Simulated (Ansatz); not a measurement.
Species: CH3 (charge 0, doublet). 
Geometry from a B3LYP-D3(BJ)/def2-TZVP (Ansatz, a first-principles code) optimisation:
```
C
H 1 1.0789
H 1 1.0789 2 120.00
H 1 1.0789 2 120.00 3 180.00
```
Charge 0, spin multiplicity 2.

Atomisation energy built up term by term with Ansatz (kcal/mol; UHF references for open shells; valence terms freeze the core; atomic spin-orbit terms are left out). CBS(X,Y): correlation extrapolated as X^-3; Hartree-Fock from the larger set.

```
term                                            basis  kcal/mol
-----------------------  ----------------------------  --------
Hartree-Fock                              aug-cc-pVQZ       ___
CCSD correlation         CBS(aug-cc-pVTZ,aug-cc-pVQZ)     62.17
(T)                      CBS(aug-cc-pVTZ,aug-cc-pVQZ)       ___
CCSDT - CCSD(T)                               cc-pVDZ      0.06
(Q)                                           cc-pVDZ      0.06
core correlation                            cc-pwCVTZ      0.99
scalar relativity (X2C)    cc-pVTZ-DK against cc-pVTZ     -0.17
sum: De                                                     ___
```

### Question
Some entries are withheld; supply them.

### Answer

- Hartree-Fock, kcal/mol: 242.96
- (T), kcal/mol: 1.94
- sum: De, kcal/mol: 308.0
